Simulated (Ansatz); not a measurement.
Input for Ansatz (an electronic-structure program): R-CCSD(T)/def2-TZVPPD on Cl2Ge (SMILES [Cl][Ge][Cl]), atoms moved off the minimum. Files ending in .json are basis or fitting sets from the Basis Set Exchange. The run froze 24 orbitals, filled d shells among them.

Ansatz 0.2 input:
```yaml
crystal:
  periodic: [false, false, false]
  atoms:
    - {symbol: Ge, position_ang: [0.15615038, -0.04746209, 0.65603305]}
    - {symbol: Cl, position_ang: [1.06687506, 1.34727887, -0.67346946]}
    - {symbol: Cl, position_ang: [-1.06812231, -1.26204771, -0.70168859]}
basis:
  gaussian:
    orbitals: def2-TZVPPD.json
magnetization: {spin_polarized: false}
correlation: {method: ccsd_t, electrons: outside_noble_gas}
scf: {lower_state_search: off}
output: {forces: true}
```

Output:

```
WARN ansatz: RAYON_NUM_THREADS=6 ignored (pool sized by the plan → 6); use --threads N
Functional definition: HF
these checks for a lower state are left out or cut short: starts, cluster_reference, orbital_swaps, neighbouring_geometries, increment
integrals: 0.39 GiB planned
944 factors; integrals over basis functions are off by at most 1.0e-3 eV
mean field: 0.64 GiB planned
mean field evaluation 1: about -81482.7066 eV, gradient 1.9e1 eV
mean field evaluation 2: about -81482.8091 eV, gradient 1.9e1 eV
mean field evaluation 4: about -81484.0050 eV, gradient 2.0e0 eV
mean field evaluation 8: about -81484.0347 eV, gradient 7.7e-2 eV
mean field -81484.03481249 eV, -2994.4830474964 hartree, gradient 3.0e-6 eV, S^2 0.000000; 0 other end points of the search recorded, 0 dependent functions left out
24 core orbitals not correlated
reference -81484.03481249 eV, -2994.4830474964 hartree; 9, 9 occupied and 123, 123 virtual orbitals, 944 factors
densities: 1.60 GiB planned
second order -12.76174963 eV of doubles, -0.00000000 eV of singles
coupled cluster: 0.84 GiB planned
cycle   1  -13.41251191 eV  change   -6.5e-1 eV  update   8.2e-2
cycle   2  -13.71738701 eV  change   -3.0e-1 eV  update   2.6e-2
cycle   3  -13.78711145 eV  change   -7.0e-2 eV  update   1.4e-2
cycle   4  -13.77659586 eV  change    1.1e-2 eV  update   3.9e-3
cycle   5  -13.77483274 eV  change    1.8e-3 eV  update   1.5e-3
cycle   6  -13.77502198 eV  change   -1.9e-4 eV  update   5.3e-4
cycle   7  -13.77493117 eV  change    9.1e-5 eV  update   1.8e-4
cycle   8  -13.77494807 eV  change   -1.7e-5 eV  update   6.0e-5
cycle   9  -13.77495544 eV  change   -7.4e-6 eV  update   2.0e-5
cycle  10  -13.77494245 eV  change    1.3e-5 eV  update   7.0e-6
cycle  11  -13.77494446 eV  change   -2.0e-6 eV  update   2.9e-6
perturbative correction -0.65238459 eV, -0.0239746914 hartree
the calculation of the forces begins
mean field evaluation 16: about -81483.8746 eV, gradient 1.1e0 eV
Total energy: -81498.46214154 eV, -2995.0132420598 hartree
Atom 0 at     0.156150    -0.047462     0.656033 Å, force    -0.372787    -0.619156     0.773987 eV/Å
Atom 1 at     1.066875     1.347279    -0.673469 Å, force     0.357492     0.579882    -0.676171 eV/Å
Atom 2 at    -1.068122    -1.262048    -0.701689 Å, force     0.015295     0.039274    -0.097816 eV/Å
Dipole moment:     0.084383     0.031125     0.344049 e Å
Checks for a lower state left out: starts, cluster_reference, orbital_swaps, neighbouring_geometries, increment
```

The run converged.

Cost: roughly 2.3 core-minutes.
